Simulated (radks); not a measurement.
Values are calculated unless marked as measured or tabulated.
Dipole-allowed excitations along the series with 18 electrons in [Ar]. Code: a radial shooting solver on a logarithmic mesh with Libxc functionals. Model: non-relativistic Kohn-Sham, LDA (Slater exchange, VWN5 correlation), spin-polarised, spherical densities, point nucleus. Time-dependent linear response with the Hartree and adiabatic LDA kernel, continuum included through the Sternheimer equations. Lines are the poles of the dipole polarisability below minus the highest occupied eigenvalue, found on a grid refined at the orbital gaps; the lowest seven at most are given, and weak or close lines can be missed. The first line takes the name of the lowest orbital gap if no other gap lies below it; otherwise a line is named after a gap within 0.6 % of it, if that gap stands alone.

Zr22+: -e(HOMO) (eV) 1063.4; lowest orbital gap (eV) 3p-3d 109.84; first line (eV) 140.98 (3p-3d); f 1.34; strongest line (eV) 577.13 (3p-4d); its f 1.85; static alpha (bohr^3) 0.05932
Nb23+: -e(HOMO) (eV) 1146.4; lowest orbital gap (eV) 3p-3d 113.74; first line (eV) 145.83 (3p-3d); f 1.30; strongest line (eV) 617.92 (3p-4d); its f 1.90; static alpha (bohr^3) 0.05334
Mo24+: -e(HOMO) (eV) 1232.5; lowest orbital gap (eV) 3p-3d 117.64; first line (eV) 150.67 (3p-3d); f 1.25; strongest line (eV) 660.04 (3p-4d); its f 1.95; static alpha (bohr^3) 0.04813
Tc25+: -e(HOMO) (eV) 1321.6; lowest orbital gap (eV) 3p-3d 121.53; first line (eV) 155.50 (3p-3d); f 1.21; strongest line (eV) 703.48 (3p-4d); its f 2.00; static alpha (bohr^3) 0.04358
